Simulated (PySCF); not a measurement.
Identify the unknown among the candidates.

All candidates are C7H8F4.

* 1H NMR: chemical shifts (computed TMS as zero) by class: 6.45 (1 H), 6.35 (1 H), 5.35 (1 H), 2.38 (1 H), 2.17 (1 H), 2.15 (1 H), 2.00 (1 H), 1.83 (1 H) ppm [GIAO PBE0/pcSseg-1]
* NMR, other nuclei: isotropic shieldings of nuclei other than C and H, by class: 259 (3 F), 375 (1 F) ppm [GIAO PBE0/pcSseg-1]
* Dipole: 3.71 D [PBE0/pcSseg-1]
* 13C NMR: chemical shifts (computed TMS as zero) by class: 144.3 (1 C), 136.0 (1 C), 132.2 (1 C), 83.3 (1 C), 48.3 (1 C), 29.9 (1 C), 20.1 (1 C) ppm [GIAO PBE0/pcSseg-1]
* Rotational structure: rotational constants A, B, C: 1.882, 0.864, 0.721 GHz [GFN2-xTB]

Gas-phase values; electronic properties from PySCF, density fitting. Levels stand in brackets. The structure is a single GFN2-xTB conformer in the gas phase; no vibrational or solvent corrections. NMR values are class means; diastereotopic atoms form classes of their own.

Question: Which candidate is it?
A. `F[C@@H]1[C@@H]2CC[C@@]1(C(F)(F)F)C2`
B. `C=C(F)/C(C)=C\CC(F)(F)F`
C. `F[C@@H]1C=CCC[C@@H]1C(F)(F)F`

Answer: C. It is `F[C@@H]1C=CCC[C@@H]1C(F)(F)F`. Numbering: `[F:1][C@@H:2]1[CH:3]=[CH:4][CH2:5][CH2:6][C@@H:7]1[C:8]([F:9])([F:10])[F:11]`. Its formula, C7H8F4, gives 2 degrees of unsaturation: 1 ring and 1 π bond in the structure found. 7 carbons fall into 7 classes; from least to most shielded: alkene CH carbon [C4] (144.3 ppm), CF3 carbon [C8] (136.0 ppm), alkene CH carbon [C3] (132.2 ppm), sp3 C–F carbon [C2] (83.3 ppm), sp3 CH carbon [C7] (48.3 ppm), allylic carbon [C5] (29.9 ppm), ring CH2 carbon [C6] (20.1 ppm). Hydrogen classes from least to most shielded: 1 H on an alkene CH carbon, C4 (6.45 ppm), 1 H on an alkene CH carbon, C3 (6.35 ppm), 1 H on an sp3 C–F carbon, C2 (5.35 ppm), 1 H on an allylic carbon, C5 (2.38 ppm), 1 H on an allylic carbon, C5 (2.17 ppm), 1 H on a ring CH2 carbon, C6 (2.15 ppm), 1 H on an sp3 CH carbon, C7 (2.00 ppm), 1 H on a ring CH2 carbon, C6 (1.83 ppm). The other shieldings belong to: 259 ppm, fluorine of a CF3 group [F9/F10/F11]; 375 ppm, alkyl fluorine [F1]. The optimised geometry has point group C1 and is an asymmetric top.

The others, at the same levels:
- `C=C(F)/C(C)=C\CC(F)(F)F` fails: its computed 13C shifts are 175.7 (1 C), 139.1 (1 C), 135.4 (1 C), 131.1 (1 C), 101.0 (1 C), 40.0 (1 C), 25.3 (1 C) ppm, 1H shifts are 5.93 (1 H), 5.24 (1 H), 4.80 (1 H), 3.35 (2 H), 2.03 (3 H) ppm and rotational constant A is 1.964 GHz (against 1.882 GHz).
- `F[C@@H]1[C@@H]2CC[C@@]1(C(F)(F)F)C2` fails: its computed 13C shifts are 134.7 (1 C), 88.4 (1 C), 57.5 (1 C), 42.7 (1 C), 28.3 (1 C), 26.2 (1 C), 24.7 (1 C) ppm, 1H shifts are 4.56 (1 H), 2.40 (1 H), 2.19 (1 H), 2.15 (1 H), 1.82 (1 H), 1.76 (1 H), 1.11 (1 H), 0.99 (1 H) ppm and smallest rotational constant is 0.856 GHz (against 0.721 GHz).

Each candidate is one conformer, not necessarily the lowest. Dipoles, sizes and rotational constants follow the conformer. The torsions of the flexible species, by atom-mapped SMILES:
- `[CH2:1]=[C:2]([F:3])/[C:4]([CH3:5])=[CH:6]\[CH2:7][C:8]([F:9])([F:10])[F:11]`: C1–C2–C4–C5 22°, C4–C6–C7–C8 129°, C6–C7–C8–F9 179°

The conformers of `F[C@@H]1C=CCC[C@@H]1C(F)(F)F` and `F[C@@H]1[C@@H]2CC[C@@]1(C(F)(F)F)C2` aren't listed.
